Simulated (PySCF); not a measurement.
# Calculated properties of `BC1CCCCCC1`

Species: C₇H₁₅B.
Bonds: B1–C2, C2–C3, C3–C4, C4–C5, C5–C6, C6–C7, C7–C8, C2–C8. Hydrogens: H9, H10 on B1; H11 on C2; H12, H13 on C3; H14, H15 on C4; H16, H17 on C5; H18, H19 on C6; H20, H21 on C7; H22, H23 on C8.

Some functional groups and rings: three-coordinate boron.

**PBE0-D3(BJ)/def2-SVP geometry optimisation, gas phase (PySCF)**

```
Point group                  : C1
Rotational constants A, B, C : 2.862, 1.767, 1.230 GHz
```

From wB97X-D/def2-SVPD ground state, ΔSCF and vertical TDDFT (core frozen in the response) (PySCF):

```
Dipole moment                                                     : 0.84 D
HOMO energy                                                       : -9.90 eV
LUMO energy                                                       : 0.85 eV
HOMO–LUMO gap                                                     : 10.75 eV
Lowest singlet excitation                                         : 5.69 eV (218 nm, f = 0.007)
Strongest line among the 10 lowest singlet transitions            : S4 at 7.38 eV (168 nm, f = 0.035)
Lowest triplet excitation (Tamm–Dancoff)                          : 5.19 eV
Static isotropic polarisability                                   : 94.9 au
Vertical ionisation energy                                        : 10.02 eV
Electronic spatial extent ⟨r²⟩ about the centre of nuclear charge : 1073 bohr²
```

**PBE0/pcSseg-1 ground state and GIAO shieldings, non-relativistic (PySCF)**

```
Lowest Hirshfeld atomic charge                              : -0.08 e on C2
Highest Hirshfeld atomic charge                             : +0.15 e on B1
13C chemical shifts (computed TMS as zero) by class         : 58.5 (C2), 33.6 (C4/C7), 33.0 (C3/C8), 31.2 (C5/C6) ppm
1H chemical shifts (computed TMS as zero) by class          : 7.37 (H9/H10), 2.14 (H12/H23), 1.71 (H13/H22), 1.58 (H15/H21), 1.49 (H16/H18), 1.45 (H14/H20), 1.38 (H17/H19), 0.19 (H11) ppm
Isotropic shieldings of nuclei other than C and H, by class : 15 (B1) ppm
Mayer bond orders between heavy atoms                       : B1–C2 1.03, C2–C3 0.99, C3–C4 1.05, C4–C5 1.04, C5–C6 1.04, C6–C7 1.02, C7–C8 1.05, C8–C2 1.02
```

Monoisotopic mass from the formula: 110.1267 u.

The dipole equals about 2.8 × 10⁻³⁰ C·m (1 D = 3.33564 × 10⁻³⁰ C·m). The rotational constants make it an asymmetric top with κ = (2B − A − C)/(A − C) = -0.34, nearer the prolate limit (−1). The principal polarisabilities are 81.5, 97.2 and 106.1 au; their mean is the isotropic value. With B = h/(8π²I), that is 505.379 GHz u Å² over I, the principal moments of inertia are 176.6, 286.1 and 410.8 u Å² (most abundant isotopes); the inertial defect Ic − Ia − Ib is -51.9 u Å² (zero for a rigid planar frame, negative otherwise). The largest Löwdin shares of the HOMO are 0.24 on C2, 0.18 on B1, 0.08 on C8 and 0.07 on C4. The 10 singlets span 5.69 to 8.75 eV, and their oscillator strengths add up to 0.13.

 NMR classes are plain means over equivalent atoms (diastereotopic ones count apart unless rotation or inversion swaps them), as if these changed places fast; in this geometry the members of some classes differ.

For the NMR shielding job (PBE0/pcSseg-1), hardware: one thread, Intel Xeon at 2.70 GHz (x86_64), shared host with 64 logical CPUs at a one-minute load of 62. Cost: 73 s (grids of density and orbitals included), 1.0 GiB resident at most.

One conformer stands for the species.
